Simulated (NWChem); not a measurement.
# Basis-set convergence for silicon monosulfide (SSi)

```xyz
2

Si     0.0000     0.0000     1.0345
S      0.0000     0.0000    -0.9052
```
Charge 0, spin multiplicity 1.

Program: NWChem. The geometry was optimised at PBE0/def2-SVP, a minimum by its harmonic frequencies.

Quantity: LUMO energy at the level PBE0.

The Pople sets run with spherical d functions.

### Question
In cc-pVQZ the value is -2.38 eV. Among STO-3G, def2-SVP, 6-311G**, pcseg-2, cc-pVTZ, def2-TZVP, def2-TZVPP, def2-TZVPD, aug-cc-pVTZ, which is the smallest basis within 0.1 eV of it?

### Answer
6-311G**, with 52 functions against 118 (also within reach: pcseg-2, cc-pVTZ, def2-TZVP, def2-TZVPP, def2-TZVPD, aug-cc-pVTZ). cc-pVQZ isn't the basis-set limit itself, and a small set can land close by cancellation.

```csv
basis,functions,LUMO energy (eV)
STO-3G,18,2.62
def2-SVP,36,-2.25
6-311G**,52,-2.46
pcseg-2,68,-2.42
cc-pVTZ,68,-2.35
def2-TZVP,74,-2.35
def2-TZVPP,84,-2.35
def2-TZVPD,89,-2.39
aug-cc-pVTZ,100,-2.41
cc-pVQZ,118,-2.38
```
